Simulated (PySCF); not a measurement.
Cost of excited-state runs on SMILES FC(F)C[C@@H]1C[C@@H]1Cl, C$_{5}$H$_{7}$ClF$_{2}$

Cartesian coordinates in Å; atom numbers follow the order of the lines, from 1:
```xyz
15

F    -2.481   -0.320    0.902
C    -1.810   -0.680   -0.222
F    -2.743   -0.777   -1.200
C    -0.761    0.362   -0.583
C     0.289    0.460    0.498
C     1.675    0.925    0.151
C     1.440   -0.502    0.532
Cl    1.570   -1.748   -0.704
H    -1.389   -1.682   -0.052
H    -0.312    0.068   -1.533
H    -1.262    1.324   -0.710
H    -0.112    0.754    1.461
H     1.883    1.137   -0.887
H     2.209    1.557    0.844
H     1.799   -0.870    1.483
```

PySCF with density fitting, on 1 thread of an Arm Neoverse V1, shared host. Command: `OMP_NUM_THREADS=1 python excited_run.py task.json out`

Question: How long does this run take, and how much memory?
- circular dichroism and optical rotation, B3LYP/def2-SVPD; 12 states; writes grids

Answer: 
| run | level | basis functions | wall time | peak memory (GiB) |
| --- | --- | --- | --- | --- |
| circular dichroism and optical rotation | B3LYP/def2-SVPD | 229 | 100 s | 0.98 |

Times from a shared host are rough.
